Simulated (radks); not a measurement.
The sulfur anion S-, [Ne] 3s2 3p5, held by a Watson sphere: a shell of charge +0.66 at radius R that stands for the Madelung well of a crystal (potential energy -0.66/R inside, -0.66/r outside, in hartree with lengths in bohr). All-electron calculation, non-relativistic Kohn-Sham, PBE, spin-polarised, spherical densities, point nucleus; open shells are filled with parallel spins first. Program: a radial shooting solver on a logarithmic mesh with Libxc functionals. Response by self-consistent Sternheimer equations with the Hartree and adiabatic LDA kernel. The sphere does not respond.

R (bohr) = 2.08: e(3s down) (eV) -13.929; e(3p up) (eV) -4.879; e(3p down) (eV) -4.136; <r> 3p (bohr) 2.172; sum of <r^2> (bohr^2) 37.00; X-ray form factor at sin(theta)/lambda = 0.2 1/angstrom 11.232; alpha (bohr^3) 29.83
R (bohr) = 2.7: e(3s down) (eV) -13.351; e(3p up) (eV) -4.449; e(3p down) (eV) -3.730; <r> 3p (bohr) 2.242; sum of <r^2> (bohr^2) 39.09; X-ray form factor at sin(theta)/lambda = 0.2 1/angstrom 11.148; alpha (bohr^3) 35.22
R (bohr) = 2.85: e(3s down) (eV) -13.220; e(3p up) (eV) -4.335; e(3p down) (eV) -3.620; <r> 3p (bohr) 2.256; sum of <r^2> (bohr^2) 39.54; X-ray form factor at sin(theta)/lambda = 0.2 1/angstrom 11.136; alpha (bohr^3) 36.69
R (bohr) = 3.12: e(3s down) (eV) -12.993; e(3p up) (eV) -4.130; e(3p down) (eV) -3.422; <r> 3p (bohr) 2.281; sum of <r^2> (bohr^2) 40.29; X-ray form factor at sin(theta)/lambda = 0.2 1/angstrom 11.119; alpha (bohr^3) 39.43
R (bohr) = 3.18: e(3s down) (eV) -12.944; e(3p up) (eV) -4.085; e(3p down) (eV) -3.378; <r> 3p (bohr) 2.286; sum of <r^2> (bohr^2) 40.45; X-ray form factor at sin(theta)/lambda = 0.2 1/angstrom 11.117; alpha (bohr^3) 40.05
R (bohr) = 3.69: e(3s down) (eV) -12.555; e(3p up) (eV) -3.712; e(3p down) (eV) -3.012; <r> 3p (bohr) 2.324; sum of <r^2> (bohr^2) 41.62; X-ray form factor at sin(theta)/lambda = 0.2 1/angstrom 11.101; alpha (bohr^3) 45.44
R (bohr) = 3.94: e(3s down) (eV) -12.381; e(3p up) (eV) -3.540; e(3p down) (eV) -2.843; <r> 3p (bohr) 2.340; sum of <r^2> (bohr^2) 42.11; X-ray form factor at sin(theta)/lambda = 0.2 1/angstrom 11.098; alpha (bohr^3) 48.10
R (bohr) = 4.18: e(3s down) (eV) -12.224; e(3p up) (eV) -3.384; e(3p down) (eV) -2.687; <r> 3p (bohr) 2.353; sum of <r^2> (bohr^2) 42.53; X-ray form factor at sin(theta)/lambda = 0.2 1/angstrom 11.096; alpha (bohr^3) 50.63
